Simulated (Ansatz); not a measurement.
`CC[SiH](C)C[SiH](C)C[SiH](C)C` was relaxed with PBE-D4 (def2-SVP) in Ansatz in these states: charge +1 doublet, neutral singlet. The geometries follow in no particular order.

A:

Cartesian coordinates in Å:
```
C 3.3378 1.4574 0.8257
C 2.1451 2.3879 1.0865
Si 0.8608 1.7018 2.3112
C 1.6362 1.4882 4.0269
C 0.1601 0.0488 1.6956
Si -0.4413 0.0182 -0.1024
C -1.6386 1.4456 -0.4305
C -1.2630 -1.6419 -0.5077
Si -1.9673 -1.8355 -2.2581
C -2.6265 -3.5926 -2.5135
C -0.6451 -1.4410 -3.5544
H 3.8922 1.2249 1.7590
H 4.0664 1.9039 0.1175
H 3.0111 0.4911 0.3881
H 2.4933 3.3690 1.4791
H 1.6216 2.6191 0.1323
H -0.2723 2.6967 2.4154
H 2.0272 2.4519 4.4134
H 2.4780 0.7660 3.9962
H 0.8914 1.1067 4.7549
H 0.9378 -0.7379 1.8177
H -0.6849 -0.2421 2.3587
H 0.7629 0.1814 -1.0014
H -1.1636 2.4261 -0.2242
H -2.5349 1.3631 0.2183
H -1.9843 1.4456 -1.4841
H -0.5171 -2.4507 -0.3383
H -2.0839 -1.8146 0.2239
H -3.1156 -0.8664 -2.4259
H -3.4112 -3.8381 -1.7689
H -3.0676 -3.7121 -3.5246
H -1.8116 -4.3387 -2.4071
H -0.2900 -0.3943 -3.4654
H 0.2360 -2.1050 -3.4322
H -1.0391 -1.5826 -4.5816
```

B:

```xyz
35

C     1.025    3.381   -1.067
C    -0.486    3.119   -0.983
Si   -1.122    2.566    0.700
C    -0.706    3.778    2.096
C    -0.228    0.933    1.329
Si   -0.351   -0.335   -0.109
C    -2.097   -0.670   -0.687
C     0.439   -1.797    0.850
Si    0.435   -3.344   -0.355
C     1.346   -4.647    0.673
C     1.289   -2.955   -1.977
H     1.354    4.153   -0.342
H     1.312    3.740   -2.075
H     1.618    2.464   -0.868
H    -1.060    4.044   -1.228
H    -0.810    2.384   -1.752
H    -2.589    2.250    0.659
H    -1.233    4.723    1.835
H     0.382    3.978    2.155
H    -1.073    3.423    3.077
H     0.832    1.144    1.577
H    -0.753    0.592    2.244
H     0.560    0.089   -1.218
H    -2.545    0.238   -1.140
H    -2.746   -0.995    0.150
H    -2.107   -1.464   -1.461
H     1.482   -1.560    1.148
H    -0.143   -2.063    1.756
H    -1.006   -3.712   -0.558
H     0.841   -4.841    1.638
H     1.322   -5.578    0.063
H     2.401   -4.363    0.853
H     0.722   -2.233   -2.598
H     2.309   -2.552   -1.815
H     1.385   -3.889   -2.570
```

**Question.** Judge from the bond lengths which geometry belongs to which state (an estimate).

**Answer.** A is the neutral singlet (Si3–C5 1.898 Å, C8–Si9 1.897 Å, C5–Si6 1.896 Å); B is the charge +1 doublet (Si3–C5 1.966 Å, C8–Si9 1.961 Å, C5–Si6 1.920 Å).
